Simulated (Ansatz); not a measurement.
Cost and result up the ladder for the cluster Zr3O7H2 (the lowest singlet isomer of a short search) (12 atoms). Total charge 0; singlet. Geometry: PBE0-D4/def2-SVP.

```xyz
12

Zr    0.426    2.039   -0.200
Zr   -0.258   -0.992   -0.840
Zr   -0.339    0.001    2.042
O     1.446    3.448   -0.394
O     0.981   -0.049    0.516
O     0.297    0.722   -1.952
O     0.077   -2.654   -1.752
O    -1.084    0.839   -1.439
O    -0.529    1.841    1.623
O    -1.349   -1.136    0.793
H     0.178   -3.498   -2.193
H     0.155   -0.561    3.795
```

Ansatz on 4 threads of Arm Neoverse V1 on a shared host. Times are rough, and most runs start from the orbitals of an earlier one. PBE0-D4/def2-TZVPD serves as the yardstick here, not as an exact answer. Differences are given only for rows in sets of like size (and for xTB, whose basis is part of the method), since another set adds its own error. Binding counts from free atoms at the same level (Zr triplet, O triplet, H doublet; other spins of the atoms weren't run), without zero-point energy or a counterpoise term.

In the def2 sets Zr takes a core potential; there is no spin–orbit coupling. Correlated methods freeze 7 core orbitals; core or outer-core shells of Zr are correlated, in sets that lack core-valence functions. The structure holds one bond between oxygen atoms, so isomers without such links may lie far lower. The structure comes from a short search, and lower isomers may exist.

Correlated methods converge slowly with the basis.

```json
{"level": "PBE0-D4/def2-SVP", "functions": "201", "wall time": "7 s"}
{"level": "HF/def2-TZVP", "functions": "349", "wall time": "10 s"}
{"level": "MP2/def2-TZVP", "functions": "349", "wall time": "19 s"}
{"level": "PBE0-D4/def2-TZVP (with forces)", "functions": "349", "wall time": "21 s"}
{"level": "PBE0-D4/def2-TZVPD", "functions": "418", "wall time": "21 s"}
{"level": "B97M-V/def2-TZVP", "functions": "349", "wall time": "32 s"}
{"level": "B97M-V/def2-TZVPD", "functions": "418", "wall time": "44 s"}
```

**Question.** Estimate what each level gives for the binding energy per atom (eV).

**Answer.** 
| level | binding energy per atom (eV) | difference from PBE0-D4/def2-TZVPD (eV) | remarks |
| --- | --- | --- | --- |
| PBE0-D4/def2-SVP | 5.35 | – | – |
| HF/def2-TZVP | 3.32 | -1.94 | – |
| MP2/def2-TZVP | 5.54 | 0.28 | test for broken spin undecided |
| PBE0-D4/def2-TZVP (with forces) | 5.26 | 0.00 | – |
| PBE0-D4/def2-TZVPD | 5.26 | 0.00 | – |
| B97M-V/def2-TZVP | 5.32 | 0.06 | – |
| B97M-V/def2-TZVPD | 5.32 | 0.06 | – |
